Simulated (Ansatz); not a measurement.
```yaml
crystal:
  periodic: [false, false, false]
  atoms:
    - {symbol: C, position_ang: [-1.602793, 0.350699, -0.643035]}
    - {symbol: C, position_ang: [-0.415016, 0.123422, -0.114244]}
    - {symbol: C, position_ang: [0.806294, -0.689383, -0.463347]}
    - {symbol: Si, position_ang: [0.905491, 0.293457, 1.122324]}
    - {symbol: H, position_ang: [-1.909914, -0.110739, -1.579724]}
    - {symbol: H, position_ang: [-2.320689, 1.007091, -0.161782]}
    - {symbol: H, position_ang: [1.379656, -0.363358, -1.329706]}
    - {symbol: H, position_ang: [0.704595, -1.772359, -0.413619]}
    - {symbol: H, position_ang: [0.804779, -0.410659, 2.419609]}
    - {symbol: H, position_ang: [1.730697, 1.520630, 1.166525]}
basis:
  gaussian: {orbitals: ANO-RCC-VTZP}
magnetization: {spin_polarized: true, initial_magnetization: 2}
hamiltonian: {xc: {name: B2PLYP}}
accuracy: high
```

```sh
$ ansatz run in.yaml --threads 2 --pin off --events-out ev --progress --plain --max-ram 4352MiB
```

It prints (some lines left out):

```
Functional definition: B2PLYP
  name "B2PLYP"
  cite "Grimme, J. Chem. Phys. 124, 034108 (2006) doi:10.1063/1.2148954"
  cite "Becke, Phys. Rev. A 38, 3098 (1988) doi:10.1103/PhysRevA.38.3098"
  cite "Lee, Yang & Parr, Phys. Rev. B 37, 785 (1988) doi:10.1103/PhysRevB.37.785"
  parameter a = 0.53
  parameter c = 0.27
  exchange = (1 - a)*b88_x + a*exact_x
  correlation = (1 - c)*lyp_c + c*(mp2_os + mp2_ss)
3916 factors; integrals over basis functions are off by at most 3.4e-9 eV
mean field evaluation 1: about -11080.2449 eV, gradient 3.6e1 eV
mean field evaluation 2: about -11080.3202 eV, gradient 3.6e1 eV
mean field evaluation 4: about -11085.6101 eV, gradient 1.4e1 eV
mean field evaluation 8: about -11087.0999 eV, gradient 7.9e-1 eV
mean field evaluation 16: about -11087.1315 eV, gradient 1.4e-1 eV
mean field evaluation 32: about -11087.9544 eV, gradient 1.8e0 eV
mean field -11088.08923300 eV, -407.4797635359 hartree, gradient 2.5e-8 eV, S^2 2.013153; 3 other end points of the search recorded, 0 dependent functions left out
8 core orbitals not correlated: weight in the atoms' cores, before any rotation towards them, 1.000 or more for the frozen orbitals, at most 0.000 for the correlated occupied ones
reference -11088.08926485 eV, -407.4797647063 hartree; 12, 10 occupied and 188, 190 virtual orbitals, 3916 factors
second order -19.01580841 eV of doubles, -0.00000000 eV of singles
Total energy: -11093.22353312 eV, -407.6684455851 hartree
Relativity: scalar
```

It took 110 s on 2 threads of an Arm Neoverse V2 on a shared host, with 1.7 GiB of host memory at the peak.
